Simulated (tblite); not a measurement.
Parent: `[CH3:1][NH:2][C:3]([CH3:4])([CH3:5])[SiH2:6][SiH2:7][F:8]` with C1–N2–C3–C4 -51°, N2–C3–Si6–Si7 35°, C3–Si6–Si7–F8 167°, C4H14FNSi2.

Structures optimised with GFN2-xTB, isolated species. One conformer each, not checked by frequencies here.

```tsv
coordinate of the parent	value
C1–N2	1.448 Å
N2–C3	1.467 Å
C3–C4	1.530 Å
C3–C5	1.529 Å
C3–Si6	1.924 Å
Si6–Si7	2.301 Å
Si7–F8	1.621 Å
C1–N2–C3	116.7°
N2–C3–C4	113.8°
N2–C3–C5	106.3°
N2–C3–Si6	106.1°
C4–C3–C5	108.6°
C4–C3–Si6	112.8°
C5–C3–Si6	109.0°
C3–Si6–Si7	105.9°
Si6–Si7–F8	106.0°
```

**Question.** How does the shared frame change in `[CH3:1][NH:2][CH2:3][C:4]([CH3:5])([CH3:6])[SiH2:7][SiH2:8][F:9]` with C1–N2–C3–C4 -169°, N2–C3–C4–C5 -86°, C3–C4–Si7–Si8 53°, C4–Si7–Si8–F9 177°, C5H16FNSi2? Atoms pair as C3 = C4, C4 = C5, C5 = C6, Si6 = Si7, Si7 = Si8, F8 = F9 (parent first).

**Answer.** 
```tsv
parent	relative	value in the relative	change
C3–C4	C4–C5	1.524 Å	-0.006
C3–C5	C4–C6	1.525 Å	-0.004
C3–Si6	C4–Si7	1.919 Å	-0.005
Si6–Si7	Si7–Si8	2.293 Å	-0.008
Si7–F8	Si8–F9	1.617 Å	-0.004
C4–C3–C5	C5–C4–C6	108.8°	+0.2
C4–C3–Si6	C5–C4–Si7	110.3°	-2.5
C5–C3–Si6	C6–C4–Si7	111.9°	+2.9
C3–Si6–Si7	C4–Si7–Si8	112.8°	+6.9
Si6–Si7–F8	Si7–Si8–F9	105.8°	-0.2
```

Of the parent's bonds, Si6–Si7 changes most (-0.008 Å). Bonds of the relative outside the shared frame: C1–N2 1.450, N2–C3 1.454, C3–C4 1.527 Å. Point group C1 → C1.

**Question.** How does the shared frame change in `[CH3:1][NH:2][C:3]([CH3:4])([CH3:5])[CH2:6][SiH2:7][SiH2:8][F:9]` with C1–N2–C3–C4 64°, N2–C3–C6–Si7 53°, C3–C6–Si7–Si8 -39°, C6–Si7–Si8–F9 -56°, C5H16FNSi2? Atoms pair as C1 = C1, N2 = N2, C3 = C3, C4 = C5, C5 = C4 (parent first).

**Answer.** 
```tsv
parent	relative	value in the relative	change
C1–N2	C1–N2	1.450 Å	+0.002
N2–C3	N2–C3	1.465 Å	-0.002
C3–C4	C3–C5	1.530 Å	0.000
C3–C5	C3–C4	1.539 Å	+0.010
C1–N2–C3	C1–N2–C3	117.9°	+1.2
N2–C3–C4	N2–C3–C5	109.7°	-4.1
N2–C3–C5	N2–C3–C4	112.5°	+6.2
C4–C3–C5	C5–C3–C4	109.4°	+0.8
```

Of the parent's bonds, C3–C5 changes most (+0.010 Å). Bonds of the relative outside the shared frame: C3–C6 1.533, C6–Si7 1.909, Si7–Si8 2.298, Si8–F9 1.620 Å. Point group C1 → C1.

**Question.** How does the shared frame change in `[CH3:1][C:2]([CH3:3])([NH:4][SiH3:5])[SiH2:6][SiH2:7][F:8]` with C1–C2–N4–Si5 178°, C1–C2–Si6–Si7 -69°, C2–Si6–Si7–F8 178°, C3H14FNSi3? Atoms pair as N2 = N4, C3 = C2, C4 = C3, C5 = C1, Si6 = Si6, Si7 = Si7, F8 = F8 (parent first).

**Answer.** 
```csv
parent,relative,value in the relative,change
N2–C3,N4–C2,1.460 Å,-0.007
C3–C4,C2–C3,1.529 Å,-0.001
C3–C5,C2–C1,1.530 Å,+0.001
C3–Si6,C2–Si6,1.925 Å,+0.001
Si6–Si7,Si6–Si7,2.301 Å,0.000
Si7–F8,Si7–F8,1.619 Å,-0.002
N2–C3–C4,N4–C2–C3,111.1°,-2.7
N2–C3–C5,N4–C2–C1,107.4°,+1.1
N2–C3–Si6,N4–C2–Si6,110.2°,+4.1
C4–C3–C5,C3–C2–C1,108.7°,+0.1
C4–C3–Si6,C3–C2–Si6,110.4°,-2.4
C5–C3–Si6,C1–C2–Si6,108.9°,-0.1
C3–Si6–Si7,C2–Si6–Si7,109.8°,+3.9
Si6–Si7–F8,Si6–Si7–F8,105.8°,-0.2
```

Of the parent's bonds, N2–C3 changes most (-0.007 Å). Bonds of the relative outside the shared frame: N4–Si5 1.719 Å. Point group C1 → C1.

**Question.** How does the shared frame change in `[CH3:1][NH:2][C:3]([CH3:4])([CH3:5])[SiH2:6][Si@@H:7]([CH3:8])[F:9]` with C1–N2–C3–C4 51°, N2–C3–Si6–Si7 -41°, C3–Si6–Si7–C8 84°, C5H16FNSi2? Atoms pair as C1 = C1, N2 = N2, C3 = C3, C4 = C4, C5 = C5, Si6 = Si6, Si7 = Si7, F8 = F9 (parent first).

**Answer.** 
| parent | relative | value in the relative | change |
| --- | --- | --- | --- |
| C1–N2 | C1–N2 | 1.448 Å | 0.000 |
| N2–C3 | N2–C3 | 1.466 Å | -0.001 |
| C3–C4 | C3–C4 | 1.530 Å | 0.000 |
| C3–C5 | C3–C5 | 1.529 Å | 0.000 |
| C3–Si6 | C3–Si6 | 1.925 Å | +0.001 |
| Si6–Si7 | Si6–Si7 | 2.304 Å | +0.003 |
| Si7–F8 | Si7–F9 | 1.628 Å | +0.007 |
| C1–N2–C3 | C1–N2–C3 | 116.7° | 0.0 |
| N2–C3–C4 | N2–C3–C4 | 113.6° | -0.2 |
| N2–C3–C5 | N2–C3–C5 | 106.2° | -0.1 |
| N2–C3–Si6 | N2–C3–Si6 | 107.0° | +0.9 |
| C4–C3–C5 | C4–C3–C5 | 108.7° | +0.1 |
| C4–C3–Si6 | C4–C3–Si6 | 112.2° | -0.6 |
| C5–C3–Si6 | C5–C3–Si6 | 108.8° | -0.2 |
| C3–Si6–Si7 | C3–Si6–Si7 | 108.1° | +2.2 |
| Si6–Si7–F8 | Si6–Si7–F9 | 105.4° | -0.6 |

Of the parent's bonds, Si7–F8 changes most (+0.007 Å). Bonds of the relative outside the shared frame: Si7–C8 1.898 Å. Point group C1 → C1.

**Question.** How does the shared frame change in `[CH3:1][CH2:2][NH:3][C:4]([CH3:5])([CH3:6])[SiH2:7][SiH2:8][F:9]` with C1–C2–N3–C4 -83°, C2–N3–C4–C5 -57°, N3–C4–Si7–Si8 43°, C4–Si7–Si8–F9 134°, C5H16FNSi2? Atoms pair as C1 = C2, N2 = N3, C3 = C4, C4 = C5, C5 = C6, Si6 = Si7, Si7 = Si8, F8 = F9 (parent first).

**Answer.** 
| parent | relative | value in the relative | change |
| --- | --- | --- | --- |
| C1–N2 | C2–N3 | 1.444 Å | -0.004 |
| N2–C3 | N3–C4 | 1.463 Å | -0.004 |
| C3–C4 | C4–C5 | 1.528 Å | -0.002 |
| C3–C5 | C4–C6 | 1.534 Å | +0.005 |
| C3–Si6 | C4–Si7 | 1.940 Å | +0.016 |
| Si6–Si7 | Si7–Si8 | 2.303 Å | +0.002 |
| Si7–F8 | Si8–F9 | 1.615 Å | -0.006 |
| C1–N2–C3 | C2–N3–C4 | 122.0° | +5.3 |
| N2–C3–C4 | N3–C4–C5 | 109.1° | -4.7 |
| N2–C3–C5 | N3–C4–C6 | 104.8° | -1.5 |
| N2–C3–Si6 | N3–C4–Si7 | 116.3° | +10.2 |
| C4–C3–C5 | C5–C4–C6 | 108.3° | -0.3 |
| C4–C3–Si6 | C5–C4–Si7 | 110.0° | -2.8 |
| C5–C3–Si6 | C6–C4–Si7 | 107.9° | -1.1 |
| C3–Si6–Si7 | C4–Si7–Si8 | 110.2° | +4.3 |
| Si6–Si7–F8 | Si7–Si8–F9 | 106.9° | +0.9 |

Of the parent's bonds, C3–Si6 changes most (+0.016 Å). Bonds of the relative outside the shared frame: C1–C2 1.533 Å. Point group C1 → C1.

These are computed values.
